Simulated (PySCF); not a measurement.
## Relaxation of singlet TaNCl₂

All numbers come from B3LYP/[Ta def2-SVP with ECP60, N def2-SVP, Cl def2-SVP], scalar-relativistic core potentials, density fitting, no spin–orbit coupling, PySCF. A (50,194) grid was used.

A start displaced from a saddle point along its imaginary mode, of Cs symmetry, held to at least that symmetry:

```xyz
4
charge 0 multiplicity 1, angstrom
Ta   -0.1123    0.0574   -0.0789
N    -1.4910   -0.2500   -1.0480
Cl   -0.6745   -0.0984    2.2116
Cl    1.8525   -0.0984   -1.3837
```

Optimiser trace:
| step | E − E(last) (kJ/mol) | largest gradient (Eh/bohr) |
| --- | --- | --- |
| 0 | 19.00 | 0.02380 |
| 1 | 10.48 | 0.00780 |
| 2 | 7.98 | 0.01006 |
| 3 | 3.98 | 0.00484 |
| 4 | 2.31 | 0.00961 |
| 5 | 0.56 | 0.00611 |
| 6 | 0.15 | 0.00332 |
| 7 | 0.00 | 0.00070 |
| 8 | 0.00 | 0.00005 |

It ends at Cs with Ta–Cl 2.333 Å (×2), Ta–N 1.692 Å; Cl–Ta–Cl 113.4°, Cl–Ta–N 106.3° (×2) (after a last refinement on a finer grid). The frequency run here used a shortcut that can spoil soft modes, so no verdict on minimum or saddle point is given. Other isomers or separated fragments may lie lower.

No spin–orbit coupling is included, which matters more the heavier the element.

The relaxation took of the order of 60 core-seconds on a shared host.
